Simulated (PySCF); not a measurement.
A side-by-side comparison of computed properties.

First species: C5H16N2Si.
InChI=1S/C5H16N2Si/c1-3-4-5-6-7(2)8/h6H,3-5H2,1-2,8H3

Second species: C₅H₁₆N₂Si.
SMILES: `CCN(C)N([SiH3])CC`

Levels: PBE0/pcSseg-1 for dipole moment, HOMO energy, LUMO energy and HOMO–LUMO gap; GFN2-xTB for rotational constant A and rotational constant C. Geometries: GFN2-xTB. Each species is one conformer at its optimised geometry, gas phase, non-relativistic unless stated; the electronic structure was computed with PySCF and density fitting.

Dipoles, sizes and rotational constants follow the conformer. The torsions of the flexible species, by atom-mapped SMILES:
- `[CH3:1][CH2:2][CH2:3][CH2:4][NH:5][N:6]([CH3:7])[SiH3:8]`: C1–C2–C3–C4 -179°, C2–C3–C4–N5 62°, C3–C4–N5–N6 -175°, C4–N5–N6–C7 93°
- `[CH3:1][CH2:2][N:3]([CH3:4])[N:5]([SiH3:6])[CH2:7][CH3:8]`: C1–C2–N3–C4 177°, C2–N3–N5–Si6 -66°, N3–N5–C7–C8 -65°

Values for the first species:

| Property | Result |
| --- | --- |
| Dipole moment | 0.60 D |
| HOMO energy | -6.14 eV |
| LUMO energy | 0.70 eV |
| HOMO–LUMO gap | 6.84 eV |
| Rotational constant A | 3.973 GHz |
| Rotational constant C | 0.596 GHz |

(1) Estimate the same properties for the second species, and the change in each.

Results:

(1) 
```json
{"property": "dipole moment", "first": "0.60 D", "second": "0.62 D", "second less first": "+0.02 D"}
{"property": "HOMO energy", "first": "-6.14 eV", "second": "-6.15 eV", "second less first": "-0.01 eV"}
{"property": "LUMO energy", "first": "0.70 eV", "second": "0.85 eV", "second less first": "+0.15 eV"}
{"property": "HOMO–LUMO gap", "first": "6.84 eV", "second": "7.00 eV", "second less first": "+0.16 eV"}
{"property": "rotational constant A", "first": "3.973 GHz", "second": "1.579 GHz", "second less first": "-2.394 GHz"}
{"property": "rotational constant C", "first": "0.596 GHz", "second": "1.194 GHz", "second less first": "+0.598 GHz"}
```

On the first: A dipole of 0.60 D is allowed in C1, and pure rotational transitions are dipole-allowed. The dipole matches unit charges of opposite sign 0.12 Å apart (1 e·Å = 4.8032 D).

On the second: A dipole of 0.62 D is allowed in C1, and pure rotational transitions are dipole-allowed. The dipole matches unit charges of opposite sign 0.13 Å apart (1 e·Å = 4.8032 D).
